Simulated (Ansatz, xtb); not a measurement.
C4H7BrO: 8 structures ranked

8 gas-phase structures of C4H7BrO, from a drawn sample of its isomers (lower ones may exist). Each was relaxed with GFN2-xTB; where two conformers were screened, the lower at r2SCAN-D4/def2-SVP is listed:

A. `Br[C@@H]1CCOC1`, a singlet
B. `C=C(Br)OCC`, a singlet
C. `CO/C=C/CBr`, a singlet
D. `CCCC(=O)Br`, a singlet
E. `CC(C)C(=O)Br`, a singlet
F. `C/C(=C/Br)CO`, a singlet
G. `C[C@H](Br)CC=O`, a singlet
H. `C/C(Br)=C/CO`, a singlet

**Question.** Make a reasoned guess at their ranking by r2SCAN-D4/def2-SVP single-point energy.

**Answer.** Calculated order at r2SCAN-D4/def2-SVP: E (0.0), D (0.7), G (13.6), A (19.3), H (29.0), F (29.6), C (32.3), B (32.6) kcal/mol. Less than 1 kcal/mol parts E and D; H and F; C and B, so the order within those pairs means little.

Energies above the lowest of each column, in kcal/mol; the last columns are at PBE-D3(BJ)/def2-SVP geometries and were run for some of them only (a dash: not run or not comparable):

```csv
structure,GFN2-xTB,HF/STO-3G,r2SCAN-D4/def2-SVP,PBE-D3(BJ)/def2-SVP,CCSD(T)/def2-SVP + ΔMP2/def2-TZVPP
E,0.0,15.9,0.0,0.0,0.0
D,1.0,16.7,0.7,0.5,1.5
G,13.9,28.0,13.6,13.9,–
A,0.8,0.0,19.3,19.4,–
H,21.8,45.2,29.0,–,–
F,21.7,44.3,29.6,–,–
C,20.1,43.5,32.3,–,–
B,19.1,38.5,32.6,–,–
```

CCSD(T)/def2-SVP + ΔMP2/def2-TZVPP puts E lowest of those it was run on; HF/STO-3G picks A. Some further structures that were screened fall inside this span and aren't listed. Flexible structures stand in one conformer each, not always the lowest. Frequencies (GFN2-xTB) were run for D, E alone. ΔMP2 is the change of the MP2 energy from the smaller to the larger basis.

Over these structures GFN2-xTB departs from r2SCAN-D4/def2-SVP by 5.7 kcal/mol on average once a common shift is removed. A GFN2-xTB relaxation took about 0.087 s and the r2SCAN-D4/def2-SVP energy about 1.9 s on a shared host (Ansatz 0.2.0, xtb 6.7.1).
